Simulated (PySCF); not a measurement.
Structure elucidation problem

The spectra below were simulated for a compound C$_{9}$H$_{12}$Si.

$^{1}$H NMR (400 MHz, computed): δ 6.24 (m, 1H), 4.83 (m, 1H), 4.49 (m, 1H), 2.27 (m, 1H), 1.58 (m, 1H), 1.25 (d, 3H), 0.91 (m, 1H), 0.90 (m, 1H), 0.79 (m, 1H), 0.73 (m, 1H).

$^{13}$C{$^{1}$H} NMR (computed): δ 160.1 (C), 142.9 (CH), 112.1 (C), 79.3 (C), 35.5 (CH), 19.4 (CH3), 12.8 (CH2), 12.4 (CH2), 3.6 (CH).

- geometry: GFN2-xTB
- σ from GIAO-PBE0/pcSseg-1
- run in PySCF
- fast rotation and ring inversion assumed for equivalent nuclei, one conformer, no solvent model, relativity neglected

Chemical shifts δ = σref − σ; $^{1}$H, $^{13}$C vs TMS, all at this level.

Question: Choose the structure that fits.
A. C=C(C)C#CC1=C[SiH2][C@@H]1C
B. [SiH3]C[C@]12C=C[C@@H]3[C@H](C=C1)[C@@H]32
C. C[C@@H]1[SiH2]C=C1C#CC1CC1

Answer: C. 

1. The formula gives 5 degrees of unsaturation (2 rings in the answer).
2. 9 carbon signals for 9 carbons: no two carbons are equivalent.
3. Carbon types of the structure: 3 × C, 3 × CH, 2 × CH2, 1 × CH3, leaving 2 H on heteroatoms.
4. δC 160.1: fully substituted alkene carbon; as expected for a trigonal carbon in a double bond.
5. δC 142.9: alkene CH; as expected for a trigonal carbon in a double bond.
6. δC 112.1, 79.3: alkyne carbon.
7. δH 2.27: hydrogen on an allylic sp3 CH bonded to Si; allylic position.
8. δH 1.58, 0.91, 0.90, 0.79, 0.73: hydrogen on a three-membered-ring carbon; cyclopropane-type protons are shielded by the ring.

The others: C=C(C)C#CC1=C[SiH2][C@@H]1C would give 8 signals for carbon-bound and other non-exchanging H, not 10; [SiH3]C[C@]12C=C[C@@H]3[C@H](C=C1)[C@@H]32 would give 6 carbon signals, not 9.

Shifts are as computed. Against solution values, carbons near 30 ppm lie about +3 ppm off and those near 130 ppm about +5 ppm. Of 1211 compounds with measured shifts, 218 miss one by over three times the rms of a fit or turn the order of signals round; such compounds aren't used in these exercises. No couplings were computed; multiplicities are counted from neighbouring protons, with m where these are inequivalent, close in shift, in a saturated or five-membered ring or joined by F or P, and br s for small geminal =CH2 splittings.
